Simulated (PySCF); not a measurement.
## Fine-structure interval of Ca⁷⁺ by level of theory

Ca⁷⁺ [Ne] 3s2 3p1 [3p1/2^1, M_J = 1/2] → Ca⁷⁺ [Ne] 3s2 3p1 [3p3/2^1, M_J = 3/2], as a difference of total energies. All numbers are calculated (PySCF 2.14, the two-component X2C-1e Hamiltonian, in an uncontracted even-tempered set (20 s from 0.34 bohr⁻², ratio 2.4; 13 p from 0.45 bohr⁻², ratio 2.4; 5 d from 2.2 bohr⁻², ratio 2.6; 5 f from 3.3 bohr⁻², ratio 2.6)). Correlated levels: 1s2 frozen; the 52 highest virtual spinors dropped. "Screened" scales the spin-orbit matrix elements by Boettger's factors to mimic the two-electron term; Breit and QED terms are absent.

```tsv
method	fine-structure interval (cm⁻¹)
GHF (screened spin-orbit)	5747.7
GMP2 (screened spin-orbit)	4498.1
GHF (bare spin-orbit)	6256.5
```

GHF and GMP2 differ strongly here because the two determinants are spin-polarised to different degrees; the interval is a small difference of such terms.
